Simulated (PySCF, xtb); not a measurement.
tellurium hexafluoride (F₆Te), SMILES F[Te](F)(F)(F)(F)F.

Coordinates come from a r2SCAN-D4/def2-SVP optimisation. The def2 effective core potentials stand for the cores of Te; spin–orbit coupling is left out.

These are PySCF 2.14.0 with IEF-PCM-M06-2X/def2-SVP values and carry that method's errors.

The values are the electrostatic part of the solvation free energy, E(continuum) − E(gas) at the gas-phase geometry, in a cavity of scaled van der Waals radii (PySCF's table); cavitation and dispersion terms are not included. In vacuum the orbital gap is 11.30 eV. The dipole moment in vacuum is 0.00 D.

Computed values in water (ε = 78.36), ethanol (ε = 24.85), dichloromethane (ε = 8.93):
```json
[
 {"solvent": "water", "ε": "78.36", "ΔG(elec) (kcal/mol)": "-2.4", "dipole (D)": "0.00", "gap (eV)": "11.29"},
 {"solvent": "ethanol", "ε": "24.85", "ΔG(elec) (kcal/mol)": "-2.2", "dipole (D)": "0.00", "gap (eV)": "11.29"},
 {"solvent": "dichloromethane", "ε": "8.93", "ΔG(elec) (kcal/mol)": "-1.9", "dipole (D)": "0.00", "gap (eV)": "11.29"}
]
```

For comparison, GFN2-xTB/ALPB(water) (xtb, at the GFN2-xTB geometry, all terms of that model) gives 5.0 kcal/mol.
